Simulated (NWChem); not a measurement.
# CuCl; SMILES [Cu][Cl]

```xyz
2

Cu     0.0000     0.0000    -0.7696
Cl     0.0000     0.0000     1.3045
```
Atoms are numbered in this order, from 1.

All runs: NWChem. Pople sets run with spherical d functions. Structure relaxed at the PBE-D3(BJ)/def2-SVP level. Static field.

| level | basis functions | isotropic polarisability (bohr³) | anisotropy (bohr³) | relative time |
|---|---|---|---|---|
| CAM-B3LYP/6-31G* | 52 | 37.2 | 15.6 | 5 |
| CAM-B3LYP/def2-SVP | 49 | 24.2 | 17.6 | 1 |
| CAM-B3LYP/def2-TZVP | 82 | 28.8 | 17.0 | 6 |
| CAM-B3LYP/aug-cc-pVDZ | 86 | 36.2 | 13.4 | 90 |
| CAM-B3LYP/def2-TZVPD | 94 | 36.5 | 13.5 | 9 |

The last column is a rough cost ratio, cheapest run = 1.
